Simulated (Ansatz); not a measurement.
Computed with Ansatz on PBE0-D4/def2-TZVP structures; ΔE is electronic, products minus reactants. CCSD(T)/CBS is the MP2 limit (def2-TZVPP, def2-QZVPP) plus CCSD(T) − MP2 in def2-TZVPP, frozen cores. DFT in def2-TZVPP. For Se outer-core shells are correlated without core-valence functions, which leaves a few kJ/mol of doubt a bond. Scalar relativity is left out up to krypton. Each species was taken in one conformer, which may not be the lowest.

Reaction (substitution at a C–Al bond): `CO[SiH2][AlH][CH3]` + `B[SeH]` → `B[Se]C` + `CO[SiH2][AlH2]`

Question: Is it downhill or uphill in electronic energy at CCSD(T)/CBS, and by how much? (Best estimate.)

Answer: Ansatz gave: Uphill: ΔE = +0.42 eV.

Question: What do these levels give: r2SCAN-D4, PBE, MP2/def2-TZVPP, HF/def2-QZVPP, MP2/def2-QZVPP, MP2/CBS(def2)? (Best estimate.)

Answer: Computed: r2SCAN-D4 0.46, PBE 0.42, MP2/def2-TZVPP 0.39, HF/def2-QZVPP 0.36, MP2/def2-QZVPP 0.40, MP2/CBS(def2) 0.41 eV.

Largest T1 diagnostic among the species: 0.013.

In def2-TZVPP, CCSD(T) changes the Hartree–Fock value by +0.04 eV (the triples alone add −0.00 eV) and MP2 by +0.03 eV.
